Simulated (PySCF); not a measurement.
# Cd (cadmium, neutral) across methods

[Kr] 4d9 5s2 5p1, one real determinant (an excited configuration). Computed with PySCF 2.14 in x2c-QZVPPall (13s8p7d4f2g, 118 functions), with the spin-free X2C one-electron Hamiltonian (Gaussian nucleus).

```
method  E (hartree)  mean ε 5s α (eV)  mean ε 5s β (eV)  mean ε 5p α (eV)  Σ⟨r²⟩ (bohr²)   ⟨S²⟩
r2SCAN     -5593.60            -8.408            -7.603            -3.190          59.00  2.006
   M06     -5593.69            -9.101            -8.642            -3.401          59.36  2.002
 M06-L     -5593.49            -8.068            -7.319            -2.792          58.73  2.003
   UHF  -5590.99170           -11.390            -9.470            -5.669          60.60  2.014
  PBE0     -5593.26            -9.162            -8.186            -3.749          59.27  2.004
   PBE     -5593.19            -8.175            -7.455            -2.960          59.51  2.002
M06-2X     -5594.07            -9.920            -8.434            -4.491          59.56  2.008
   LDA     -5587.94            -8.434            -7.785            -2.995          59.13  2.001
```

⟨L²⟩ = 8.02 against 12 for a pure F term, so this real determinant mixes terms.
